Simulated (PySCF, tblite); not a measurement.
C5H8O2Si.
SMILES with atom numbers: `[CH3:1][c:2]1[o:3][cH:4][cH:5][c:6]1[SiH2:7][OH:8]` (hydrogens: H9, H10, H11 on C1; H12 on C4; H13 on C5; H14, H15 on Si7; H16 on O8)

Geometry (GFN2-xTB, Å), atoms numbered from 1 in this order:
```xyz
16
C5H8O2Si angstrom
C     -0.0659    2.0162    0.2030
C     -0.6864    0.6672    0.1240
O     -2.0147    0.5692    0.3535
C     -2.3446   -0.7311    0.2191
C     -1.2498   -1.4664   -0.0905
C     -0.1474   -0.5617   -0.1531
Si     1.6241   -1.0000   -0.5734
O      2.6867    0.0031    0.1512
H     -0.1514    2.4182    1.2130
H     -0.5748    2.7036   -0.4719
H      0.9815    1.9542   -0.0732
H     -3.3740   -0.9909    0.3683
H     -1.2074   -2.5232   -0.2573
H      1.9414   -0.7642   -1.9770
H      1.8575   -2.3830   -0.1463
H      2.7175    0.0978    1.0992
```

Computed with B3LYP/def2-SVPD in PySCF (dipole) on a GFN2-xTB geometry, gas phase.

Take the most abundant isotopes and a rigid rotor. The values belong to one conformer with, in the numbering `[CH3:1][c:2]1[o:3][cH:4][cH:5][c:6]1[SiH2:7][OH:8]`, C5–C6–Si7–O8 -151°, C6–Si7–O8–H 59°.

Q: Give the principal moments of inertia and the rotational constants in cm⁻¹.

A: Ia = 163.60, Ib = 392.50, Ic = 534.00 u·Å²; 505379 MHz·u·Å²/I gives 3089, 1288 and 946.4 MHz, that is A = 0.10304, B = 0.04295, C = 0.03157 cm⁻¹.

Q: What kind of rotor is it?

A: An asymmetric top: κ = (2 × 1288 − 3089 − 946.4)/(3089 − 946.4) = -0.68.

Q: Is it planar, by Δ = Ic − Ia − Ib?

A: Not planar: Δ = Ic − Ia − Ib = -22.10 u·Å². For a rigid frame Δ = −2 Σ m c², so Σ m c² = 11.05 u·Å² lies off the ab plane: 6.32 from hydrogen and 4.73 from heavier atoms. The atom farthest from that plane is 1.61 Å away.

Q: Which lines would a microwave search look for?

A: The dipole components are |μa| = 0.60 D, |μb| = 0.03 D, |μc| = 1.07 D. The squared components, which scale the intensities, stand as 0.32 : 0.00 : 1.00 (a : b : c). Some lines, for components of 0.1 D or more:

```
type  branch         J(Ka,Kc)    MHz  lower level (cm⁻¹)
   a       Q  1(1,0) ← 1(1,1)    341               0.135
   c       Q  1(1,1) ← 1(0,1)   1802               0.075
   a       R  1(0,1) ← 0(0,0)   2234               0.000
   a       Q  4(1,3) ← 4(1,4)   3387               0.751
   a       R  2(1,2) ← 1(1,1)   4127               0.135
   c       Q  4(2,3) ← 4(1,3)   4305               0.864
   a       R  3(0,3) ← 2(0,2)   6531               0.222
   a       R  3(1,2) ← 2(1,1)   7184               0.306
   a       R  4(1,4) ← 3(1,3)   8175               0.478
   a       R  4(3,2) ← 3(3,1)   9014               1.040
   a       R  4(1,3) ← 3(1,2)   9519               0.546
   c       Q  3(3,1) ← 3(2,1)   9671               0.717
   c       R  2(2,0) ← 1(1,0)  10258               0.146
   c       R  3(2,2) ← 2(1,2)  13130               0.272
   c       R  4(2,2) ← 3(1,2)  14441               0.546
   c       R  3(3,1) ← 2(2,1)  16589               0.487
```

Q: Estimate the classical rotational partition function at 25 K, 200 K and 500 K.

A: Point group C1, symmetry number σ = 1; q = (√π/σ)·√((kT/h)³/(ABC)), k/h = 20836.6 MHz/K: 10900 at 25 K, 246000 at 200 K, 971000 at 500 K.

Its GFN2-xTB frequencies are all real (lowest 28 cm⁻¹). Constants of a rigid frame at the computed geometry: no zero-point averaging, no centrifugal distortion. A rigid rotor knows nothing of internal rotation, which can split or shift real lines.
